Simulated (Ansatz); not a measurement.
Coupled-cluster diagnostics for Pd₂Se₃, Ansatz.

Geometry of the singlet (PBE-D4/def2-SVP):

Cartesian coordinates in Å:
```
Pd -0.752 0.779 0.267
Pd 1.660 0.050 -0.726
Se 0.231 -1.554 0.307
Se 0.102 1.456 -1.871
Se -1.241 -0.731 2.023
```

In the def2 sets Pd takes a core potential; there is no spin–orbit coupling. Correlated methods freeze 27 core orbitals; core or outer-core shells of Pd, Se are correlated, in sets that lack core-valence functions. No other spin state of charge 0 was run. Another isomer (singlet) lies 0.37 eV lower at PBE0-D4/def2-TZVP; other spin states weren't run for this one.

(1) Estimate the CCSD(T) correlation energy, the shares of MP2 and (T), T1 and the reference's ⟨S²⟩ for: charge 0, singlet, own geometry in def2-SVP; and the rough time on 4 threads of Arm Neoverse N1 on a shared host.

Answers

(1) 
| state | basis | correlation (eV) | MP2 share (%) | (T) share (%) | T1 | ⟨S²⟩ (pure) | wall time | remarks |
| --- | --- | --- | --- | --- | --- | --- | --- | --- |
| charge 0, singlet, own geometry | def2-SVP | -41.159 | 100.0 | 4.8 | 0.050 | 0.00 (0.00) | 8.9 min | large T1 (0.050), restricted SCF unstable |
Customary marks for T1 are 0.02 (closed shells), 0.045 (open shells) and about 0.05 (3d metals). T1 exceeds 0.02 in 1 of 1 rows and 0.045 in 1; the higher it lies, the less the single-reference result can be trusted.
